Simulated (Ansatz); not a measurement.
Reaction (substitution at a C–Al bond): `N#C[CH2][AlH2]` + `C[SeH]` → `C[Se]CC#N` + `[AlH3]`

Calculated with Ansatz (gas phase, PBE0-D4/def2-TZVP geometries, no zero-point term in ΔE). CBS: MP2 limit from def2 TZ/QZ plus the TZ coupled-cluster correction, frozen cores. This one scheme is used for every species. For Se outer-core shells are correlated without core-valence functions, which leaves a few kJ/mol of doubt a bond. Scalar relativity is left out up to krypton. Each species was taken in one conformer, which may not be the lowest.

```csv
species,MP2/CBS(def2) energy (Eh)
`N#C[CH2][AlH2]`,-375.14164
`C[SeH]`,-2441.11570
`C[Se]CC#N`,-2572.48218
`[AlH3]`,-243.75528
```

Work out ΔE.

ΔE = (-2572.48218) + (-243.75528) − (-375.14164) − (-2441.11570) = 0.01988 Eh = +52.2 kJ/mol. CCSD(T)/CBS gives +53.8 kJ/mol.

Largest T1 diagnostic among the species: 0.013.

The D4 term adds −6.1 kJ/mol with B3LYP and −3.4 kJ/mol with PBE0; it sums over pairs of atoms, weighted by their polarisabilities, and B3LYP, whose exchange is more repulsive, gets the larger term. In def2-TZVPP, CCSD(T) changes the Hartree–Fock value by −4.6 kJ/mol (the triples alone add −1.3 kJ/mol) and MP2 by −6.3 kJ/mol.

B3LYP here is the variant with VWN-RPA as its local correlation; programs differ in this.
